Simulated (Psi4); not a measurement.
cyclobutane (C4H8), singlet, at a GFN2-xTB geometry; CCSD/def2-SVP (Psi4 1.11).

Input for Psi4:
```
memory 2 GB

molecule {
0 1
  C    -0.00613316    1.08295583    0.05853653
  C     0.00685792   -1.08220991    0.07093756
  C    -1.08294605   -0.00683358   -0.05863980
  C     1.08222129    0.00608767   -0.07083428
  H    -0.01505399    1.84231484   -0.72076860
  H    -0.00362364    1.57729882    1.02791527
  H     0.00710304   -1.85049784   -0.69961794
  H     0.01523239   -1.56535126    1.04591487
  H    -1.84243222   -0.00692746    0.72059245
  H    -1.57713057   -0.01535111   -1.02806518
  H     1.85038317    0.01511046    0.69979409
  H     1.56552182    0.00340356   -1.04576496
}

set basis def2-svp
set freeze_core true

energy('ccsd')
print_variables()
```

The log (banner, timings and long lists left out):

```
   => Loading Basis Set <=

    Name: DEF2-SVP
    Role: ORBITAL
    Keyword: BASIS

         ---------------------------------------------------------
                                   SCF
               by Justin Turney, Rob Parrish, Andy Simmonett
                          and Daniel G. A. Smith
                              RHF Reference
         ---------------------------------------------------------

  ==> Geometry <==

    Molecular point group: c1
    Full point group: C1

    Geometry (in Angstrom), charge = 0, multiplicity = 1:

       Center              X                  Y                   Z               Mass
    ------------   -----------------  -----------------  -----------------  -----------------
         C           -0.006133160000     1.082955827680     0.058536527860    12.000000000000
         C            0.006857920000    -1.082209912320     0.070937557860    12.000000000000
         C           -1.082946050000    -0.006833582320    -0.058639802140    12.000000000000
         C            1.082221290000     0.006087667680    -0.070834282140    12.000000000000
         H           -0.015053990000     1.842314837680    -0.720768602140     1.007825032230
         H           -0.003623640000     1.577298817680     1.027915267860     1.007825032230
         H            0.007103040000    -1.850497842320    -0.699617942140     1.007825032230
         H            0.015232390000    -1.565351262320     1.045914867860     1.007825032230
         H           -1.842432220000    -0.006927462320     0.720592447860     1.007825032230
         H           -1.577130570000    -0.015351112320    -1.028065182140     1.007825032230
         H            1.850383170000     0.015110457680     0.699794087860     1.007825032230
         H            1.565521820000     0.003403557680    -1.045764962140     1.007825032230

  Running in c1 symmetry.

  Rotational constants: A =      0.36215  B =      0.36215  C =      0.21083 [cm^-1]
  Rotational constants: A =  10857.09870  B =  10857.09864  C =   6320.56227 [MHz]
  Nuclear repulsion =  127.617879450218581

  Charge       = 0
  Multiplicity = 1
  Electrons    = 32
  Nalpha       = 16
  Nbeta        = 16

  ==> Algorithm <==

  SCF Algorithm Type is PK.
  DIIS enabled.
  MOM disabled.
  Fractional occupation disabled.
  Guess Type is SAD.
  Energy threshold   = 1.00e-08
  Density threshold  = 1.00e-08
  Integral threshold = 1.00e-12

  ==> Primary Basis <==

  Basis Set: DEF2-SVP
    Blend: DEF2-SVP
    Number of shells: 48
    Number of basis functions: 96
    Number of Cartesian functions: 100
    Spherical Harmonics?: true
    Max angular momentum: 2

  ==> Integral Setup <==

  Using in-core PK algorithm.
   Calculation information:
      Number of atoms:                  12
      Number of AO shells:              48
      Number of primitives:             88
      Number of atomic orbitals:       100
      Number of basis functions:        96

      Integral cutoff                 1.00e-12
      Number of threads:                 1

  Performing in-core PK
  Using 21682992 doubles for integral storage.
  We computed 687972 shell quartets total.
  Whereas there are 692076 unique shell quartets.

  ==> DiskJK: Disk-Based J/K Matrices <==

    J tasked:                  Yes
    K tasked:                  Yes
    wK tasked:                  No
    Schwarz Cutoff:          1E-12

  Minimum eigenvalue in the overlap matrix is 6.0091334043E-04.
  Reciprocal condition number of the overlap matrix is 8.6615366123E-05.
    Using symmetric orthogonalization.

  ==> Pre-Iterations <==

  SCF Guess: Superposition of Atomic Densities via on-the-fly atomic UHF (no occupation information).

   -------------------------
    Irrep   Nso     Nmo
   -------------------------
     A         96      96
   -------------------------
    Total      96      96
   -------------------------

  ==> Iterations <==

                        Total Energy        Delta E     RMS |[F,P]|

[...]
  @RHF Final Energy:  -155.98415574826510
    Total Energy =                       -155.9841557482650956
[...]
    Restart         =     Yes
    DIIS            =     Yes
    AO Basis        =     NONE
    ABCD            =     NEW
    Cache Level     =     2
    Cache Type      =     LOW
    Print Level     =     1
    Num. of threads =     1
    # Amps to Print =     10
    Print MP2 Amps? =     No
    Analyze T2 Amps =     No
    Print Pair Ener =     No
    Local CC        =     No
    SCS-MP2         =     False
    SCSN-MP2        =     False
    SCS-CCSD        =     False

MP2 correlation energy -0.5653960650619489
                Solving CC Amplitude Equations
                ------------------------------
  Iter             Energy              RMS        T1Diag      D1Diag    New D1Diag    D2Diag
  ----     ---------------------    ---------   ----------  ----------  ----------   --------
     0        -0.565396065061949    0.000e+00    0.000000    0.000000    0.000000    0.127622
     1        -0.599860280482683    6.324e-02    0.005209    0.011141    0.011141    0.135699
     2        -0.616057841838136    2.021e-02    0.005960    0.011666    0.011666    0.141761
     3        -0.617090917250291    4.945e-03    0.006266    0.012457    0.012457    0.142757
     4        -0.617216391121808    1.447e-03    0.006269    0.012365    0.012365    0.143074
     5        -0.617242317602528    3.276e-04    0.006269    0.012368    0.012368    0.143116
     6        -0.617241820624412    9.831e-05    0.006270    0.012365    0.012365    0.143119
     7        -0.617242119823373    2.151e-05    0.006270    0.012364    0.012364    0.143120
     8        -0.617242369289326    6.257e-06    0.006270    0.012364    0.012364    0.143120
     9        -0.617242255665136    1.864e-06    0.006270    0.012364    0.012364    0.143120
    10        -0.617242233611726    5.755e-07    0.006270    0.012364    0.012364    0.143120
    11        -0.617242249738824    1.555e-07    0.006270    0.012364    0.012364    0.143120
    12        -0.617242254622268    4.481e-08    0.006270    0.012364    0.012364    0.143120

    Iterations converged.

    Largest TIA Amplitudes:
              8  41         0.0089336288
              4  12         0.0063378535
              9  26         0.0056637280
              7  28         0.0056603249
              6  29        -0.0056603248
              4  30        -0.0055374526
             11  47         0.0055348671
             10  46        -0.0055348668
              5  22         0.0055212308
              5  50        -0.0053590837

    Largest TIjAb Amplitudes:
      8   8  10  10        -0.0241927796
      8   8   7   7        -0.0179333938
      8   8   8   8        -0.0179333936
      8  11   7  10        -0.0162928322
     11   8  10   7        -0.0162928322
      8  10   8  10        -0.0162928320
     10   8  10   8        -0.0162928320
     11  11   7   7        -0.0160445926
     10  10   8   8        -0.0160445923
      8   8  10  27        -0.0159455922

    SCF energy       (wfn)                    = -155.984155748265096
    Reference energy (file100)                = -155.984155748265891

    Opposite-spin MP2 correlation energy      =   -0.437507050830205
    Same-spin MP2 correlation energy          =   -0.127889014231744
    Singles MP2 correlation energy            =   -0.000000000000000
    MP2 correlation energy                    =   -0.565396065061949
      * MP2 total energy                      = -156.549551813327838

    Opposite-spin CCSD correlation energy     =   -0.498402481270422
    Same-spin CCSD correlation energy         =   -0.118839773351847
    Singles CCSD correlation energy           =    0.000000000000000
    CCSD correlation energy                   =   -0.617242254622268
      * CCSD total energy                     = -156.601398002888146

  Variable Map:
  ----------------------------------------------------------------------------
[...]
  Array Variable Map:
  ----------------------------------------------------------------------------
[...]
[...]
```
